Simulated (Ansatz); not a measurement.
Computed with Ansatz on PBE0-D4/def2-TZVP structures; ΔE is electronic, products minus reactants. CCSD(T)/CBS is the MP2 limit (def2-TZVPP, def2-QZVPP) plus CCSD(T) − MP2 in def2-TZVPP, frozen cores. This one scheme is used for every species. DFT in def2-TZVPP. For Ge outer-core shells are correlated without core-valence functions, which leaves a few kJ/mol of doubt a bond. Scalar relativity is left out up to krypton. Each species was taken in one conformer, which may not be the lowest.

Consider the formal exchange of groups at a Ge–C bond: `[NH2][GeH2][CH2]F` + `COCN` → `N[CH2][GeH2][NH2]` + `COCF`.

```
             level  ΔE (eV)
         r2SCAN-D4    -0.15
SCS-MP2/def2-TZVPP    -0.19
CCSD(T)/def2-TZVPP    -0.18
    MP2/def2-QZVPP    -0.21
```

Q: What does CCSD(T)/CBS give? (Estimate.)

A: Ansatz gave: -0.19 eV. The listed levels differ from it by 0.04, 0.00, 0.01, -0.02 eV.

Largest T1 diagnostic among the species: 0.011.
